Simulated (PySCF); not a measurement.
**How methods differ on the ionisation energy of F²⁺**

F²⁺ [He] 2s2 2p3 (4S) → F³⁺ [He] 2s2 2p2 (3P), as a difference of total energies. Computed with PySCF 2.14 in x2c-TZVPPall with one added diffuse shell each of s, p, d type (6s4p3d1f, 40 functions), with scalar relativity by spin-free X2C-1e. Correlated levels: valence: 1s2 frozen. The calculations carry no spin-orbit coupling.

| method | ionisation energy (eV) |
| --- | --- |
| UHF | 62.247 |
| MP2 (valence) | 62.816 |
| SCS-MP2 (valence) | 62.562 |
| CCSD (valence) | 62.596 |
| CCSD(T) (valence) | 62.598 |

**Question.** How much does correlation contribute at CCSD(T) (valence)?

**Answer.** 62.598 − (62.247) = 0.351 eV, measured against UHF.

A first-order spin-orbit estimate (lowest level to lowest level, LS coupling) adds -0.055 eV.

Errors of the correlated levels include the incompleteness of this basis and the frozen core.

For comparison: 62.708 eV (semi-empirical (NIST evaluation); NIST Atomic Spectra Database, ionization energies).
